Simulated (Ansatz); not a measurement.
Steps of a relaxation of BFH$_{4}$OSSi, SMILES `OB(F)[SiH2]S` with RKS PBE-D4/def2-SVP.

```sh
$ ansatz run in.yaml --threads 4 --pin off --events-out ev --progress --plain --max-ram 10444MiB
```

```yaml
crystal:
  periodic: [false, false, false]
  atoms:
    - {symbol: O, position_ang: [1.697200, 0.799700, 0.607600]}
    - {symbol: B, position_ang: [1.021400, -0.442200, 0.288600]}
    - {symbol: F, position_ang: [1.603200, -1.664900, 0.730600]}
    - {symbol: Si, position_ang: [-0.547800, -0.487400, -0.737700]}
    - {symbol: S, position_ang: [-2.148400, 0.577800, 0.295900]}
    - {symbol: H, position_ang: [1.250000, 1.132000, 1.459500]}
    - {symbol: H, position_ang: [-0.374300, 0.118600, -2.047500]}
    - {symbol: H, position_ang: [-1.003400, -1.879500, -0.913700]}
    - {symbol: H, position_ang: [-1.409300, 1.799500, 0.299600]}
basis:
  gaussian: {orbitals: def2-SVP}
hamiltonian: {xc: pbe, dispersion: d4}
relax: {f_tol: 0.03, max_steps: 200}
```

Positions (Å) and forces (eV/Å) along the path, 14 of 26 steps:

```xyz
9
step=1 energy=-24196.2464 eV
O     1.697    0.800    0.608   -1.898   -1.649    1.233
B     1.021   -0.442    0.289    4.198   -0.061    2.448
F     1.603   -1.665    0.731   -0.879    2.321   -0.691
Si   -0.548   -0.487   -0.738   -2.250   -0.224   -0.729
S    -2.148    0.578    0.296    0.769    1.090    0.141
H     1.250    1.132    1.460    0.897   -0.337   -1.386
H    -0.374    0.119   -2.047    0.213    0.399   -0.935
H    -1.003   -1.879   -0.914   -0.350   -0.425   -0.067
H    -1.409    1.800    0.300   -0.701   -1.114   -0.015
9
step=2 energy=-24196.7067 eV
O     1.694    0.793    0.655   -1.148   -0.954    0.365
B     1.058   -0.416    0.303    2.158   -0.167    1.228
F     1.641   -1.581    0.762   -0.562    1.118   -0.451
Si   -0.568   -0.505   -0.788   -0.929   -0.135   -0.347
S    -2.112    0.571    0.324    0.316    0.461    0.003
H     1.271    1.123    1.486    0.432    0.027   -0.493
H    -0.358    0.093   -2.138    0.008    0.115   -0.287
H    -1.133   -1.886   -0.936   -0.013   -0.035   -0.018
H    -1.404    1.762    0.315   -0.260   -0.430    0.001
9
step=4 energy=-24196.8154 eV rejected
O     1.625    0.797    0.712   -0.083    0.059   -0.135
B     1.122   -0.405    0.290   -0.305    0.049    0.314
F     1.683   -1.524    0.762    0.157   -0.216   -0.105
Si   -0.594   -0.506   -0.814   -0.015   -0.176   -0.192
S    -2.091    0.598    0.332    0.215   -0.001   -0.084
H     1.228    1.117    1.538    0.106    0.124    0.104
H    -0.416    0.068   -2.201   -0.062    0.004    0.040
H    -1.188   -1.880   -0.930    0.058   -0.037   -0.034
H    -1.280    1.689    0.295   -0.071    0.194    0.092
9
step=5 energy=-24196.8470 eV
O     1.617    0.796    0.709   -0.259   -0.054    0.044
B     1.097   -0.415    0.324    0.027    0.061   -0.106
F     1.712   -1.532    0.733    0.034   -0.121    0.018
Si   -0.597   -0.520   -0.814    0.027   -0.020   -0.023
S    -2.086    0.608    0.319    0.009   -0.029   -0.026
H     1.272    1.115    1.560    0.148    0.113    0.047
H    -0.415    0.059   -2.198   -0.005   -0.017    0.027
H    -1.183   -1.898   -0.940    0.002    0.004    0.002
H    -1.329    1.740    0.290    0.016    0.061    0.018
9
step=7 energy=-24196.9130 eV
O     1.480    0.844    0.736   -0.481   -0.064    0.123
B     1.090   -0.404    0.307   -0.088    0.320    0.015
F     1.782   -1.490    0.680   -0.014   -0.022    0.109
Si   -0.620   -0.529   -0.824    0.136   -0.065   -0.014
S    -2.090    0.639    0.290    0.172    0.099   -0.083
H     1.362    1.060    1.683    0.377   -0.202   -0.222
H    -0.431    0.008   -2.221   -0.023   -0.003    0.002
H    -1.218   -1.905   -0.918    0.027   -0.013   -0.002
H    -1.266    1.731    0.250   -0.106   -0.049    0.073
9
step=11 energy=-24197.3028 eV
O     1.212    0.914    0.804    0.105    0.106    0.126
B     0.940   -0.345    0.360    0.228    0.100    0.199
F     1.634   -1.382    0.874   -0.090    0.045   -0.128
Si   -0.643   -0.511   -0.905    0.042   -0.148    0.089
S    -2.150    0.653    0.138   -0.087    0.087    0.018
H     1.882    0.970    1.521   -0.123   -0.155   -0.232
H    -0.427   -0.024   -2.315    0.092    0.005   -0.005
H    -1.124   -1.935   -0.973   -0.083    0.050   -0.031
H    -1.236    1.613    0.479   -0.084   -0.091   -0.036
9
step=16 energy=-24197.3396 eV
O     1.244    0.891    0.906    0.013    0.052    0.034
B     0.960   -0.333    0.395   -0.024   -0.032   -0.028
F     1.737   -1.383    0.725    0.017   -0.002   -0.003
Si   -0.661   -0.498   -0.829    0.074   -0.027    0.024
S    -2.271    0.649    0.069   -0.031    0.028   -0.015
H     2.021    0.878    1.501    0.003   -0.002   -0.003
H    -0.328   -0.038   -2.228   -0.019    0.003   -0.004
H    -1.162   -1.911   -0.917   -0.032   -0.010   -0.012
H    -1.451    1.699    0.361   -0.001   -0.009    0.006
9
step=17 energy=-24197.3407 eV
O     1.239    0.888    0.919    0.021    0.007    0.041
B     0.962   -0.335    0.400    0.009   -0.024   -0.034
F     1.758   -1.378    0.709   -0.016    0.023   -0.007
Si   -0.661   -0.501   -0.822    0.014   -0.006    0.008
S    -2.279    0.657    0.051   -0.004    0.017    0.002
H     2.027    0.876    1.501   -0.018    0.006   -0.013
H    -0.326   -0.043   -2.221    0.006   -0.007    0.000
H    -1.175   -1.910   -0.915   -0.010   -0.010   -0.001
H    -1.457    1.700    0.361   -0.002   -0.006    0.003
9
step=19 energy=-24197.3419 eV
O     1.205    0.876    0.973    0.034   -0.119   -0.016
B     0.966   -0.333    0.397    0.081   -0.011    0.047
F     1.816   -1.356    0.632   -0.085    0.119   -0.025
Si   -0.667   -0.508   -0.811   -0.040    0.006   -0.003
S    -2.280    0.683    0.029    0.036    0.000   -0.005
H     2.015    0.868    1.524   -0.044    0.011   -0.014
H    -0.320   -0.078   -2.217    0.007   -0.008   -0.003
H    -1.200   -1.911   -0.890    0.018    0.007    0.013
H    -1.445    1.713    0.347   -0.005   -0.005    0.005
9
step=20 energy=-24197.3427 eV
O     1.193    0.874    0.983    0.037   -0.105   -0.016
B     0.965   -0.330    0.392    0.073   -0.023    0.052
F     1.824   -1.349    0.614   -0.083    0.120   -0.027
Si   -0.669   -0.507   -0.814   -0.024   -0.006   -0.001
S    -2.276    0.692    0.023    0.030    0.007   -0.005
H     2.004    0.866    1.534   -0.037    0.012   -0.010
H    -0.320   -0.091   -2.224    0.000   -0.006   -0.002
H    -1.201   -1.912   -0.879    0.012    0.007    0.005
H    -1.432    1.711    0.354   -0.007   -0.006    0.003
9
step=22 energy=-24197.3444 eV
O     1.132    0.857    1.042    0.002   -0.137   -0.066
B     0.964   -0.315    0.371    0.079   -0.006    0.072
F     1.883   -1.296    0.510   -0.088    0.129   -0.013
Si   -0.675   -0.512   -0.822   -0.037   -0.033   -0.035
S    -2.252    0.746   -0.020    0.088    0.086    0.033
H     1.946    0.858    1.586    0.014    0.016    0.015
H    -0.330   -0.165   -2.253    0.001   -0.010    0.029
H    -1.221   -1.914   -0.823    0.022    0.004   -0.012
H    -1.357    1.694    0.392   -0.081   -0.049   -0.023
9
step=24 energy=-24197.3458 eV
O     1.119    0.843    1.064    0.012   -0.079   -0.029
B     0.963   -0.318    0.373    0.031    0.041    0.027
F     1.903   -1.279    0.476   -0.032    0.037   -0.001
Si   -0.681   -0.515   -0.816    0.007   -0.009    0.008
S    -2.251    0.759   -0.027    0.020    0.015   -0.003
H     1.945    0.853    1.590   -0.010    0.007    0.003
H    -0.320   -0.182   -2.245   -0.011    0.003    0.004
H    -1.226   -1.917   -0.817   -0.003    0.008    0.002
H    -1.363    1.710    0.385   -0.014   -0.023   -0.009
9
step=25 energy=-24197.3459 eV
O     1.119    0.840    1.067   -0.006   -0.030   -0.010
B     0.966   -0.317    0.371   -0.014    0.005   -0.015
F     1.906   -1.278    0.466   -0.009    0.030    0.011
Si   -0.681   -0.515   -0.815    0.021   -0.005    0.012
S    -2.251    0.762   -0.030    0.014    0.013   -0.003
H     1.940    0.854    1.598    0.018   -0.002    0.009
H    -0.322   -0.186   -2.246   -0.010    0.004    0.003
H    -1.226   -1.917   -0.812   -0.004    0.006    0.002
H    -1.363    1.711    0.385   -0.010   -0.020   -0.008
9
step=26 energy=-24197.3461 eV
O     1.110    0.833    1.080    0.003   -0.020   -0.005
B     0.966   -0.316    0.370   -0.009    0.019   -0.008
F     1.918   -1.266    0.449    0.002    0.006    0.006
Si   -0.681   -0.517   -0.814    0.002    0.004    0.006
S    -2.248    0.769   -0.037   -0.001   -0.005   -0.003
H     1.937    0.850    1.605   -0.001   -0.004    0.000
H    -0.325   -0.194   -2.247    0.000   -0.002    0.000
H    -1.231   -1.917   -0.804    0.000    0.001    0.002
H    -1.357    1.711    0.381    0.004    0.000    0.001
```

Hardware: 4 threads of an Arm Neoverse V1 on a shared host. Wall time 32 s, peak host memory 0.18 GiB.
